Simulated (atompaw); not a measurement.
# An all-electron radial function and its pseudo partner (copper (Cu))

Columns: radius, all-electron u(r) and pseudo u(r) of the 4p shell (level -0.64 eV) of copper in the configuration [Ne] 3s2 3p6 3d10 4s1 4p0; PBEsol, scalar-relativistic, PAW (atompaw) scheme, atompaw 4.2.0.5.

| r (bohr) | all-electron | pseudo |
| --- | --- | --- |
| 0.065 | 0.0530 | -0.0122 |
| 0.131 | 0.0763 | -0.0482 |
| 0.196 | 0.0465 | -0.1023 |
| 0.262 | -0.0062 | -0.1696 |
| 0.327 | -0.0573 | -0.2398 |
| 0.392 | -0.0966 | -0.3057 |
| 0.458 | -0.1211 | -0.3602 |
| 0.523 | -0.1308 | -0.3956 |
| 0.588 | -0.1286 | -0.4092 |
| 0.654 | -0.1171 | -0.3993 |
| 0.719 | -0.0992 | -0.3679 |
| 0.785 | -0.0766 | -0.3178 |
| 0.850 | -0.0516 | -0.2557 |
| 0.915 | -0.0251 | -0.1869 |
| 0.981 | 0.0025 | -0.1163 |
| 1.046 | 0.0295 | -0.0509 |
| 1.112 | 0.0566 | 0.0078 |
| 1.177 | 0.0824 | 0.0564 |
| 1.242 | 0.1073 | 0.0958 |
| 1.308 | 0.1315 | 0.1277 |
| 1.373 | 0.1542 | 0.1535 |
| 1.438 | 0.1757 | 0.1757 |
| 1.504 | 0.1964 | 0.1964 |
| 1.569 | 0.2156 | 0.2156 |
| 1.635 | 0.2340 | 0.2340 |
| 1.700 | 0.2511 | 0.2511 |

Problem. How many radial nodes do the two functions have?

Solution. The all-electron 4p function has n − l − 1 = 2; the pseudo-wave has 1, since 1 lower shell of the same l stays in the valence.

Problem. At about which radius was the pseudo-wave matched?

Solution. 1.50 bohr, where the columns begin to agree (steps of 0.07 bohr).

Problem. Is the pseudo-wave norm-conserving?

Solution. No, it belongs to a PAW set: the norm inside the radius is not constrained, and the difference is carried by the augmentation charge.
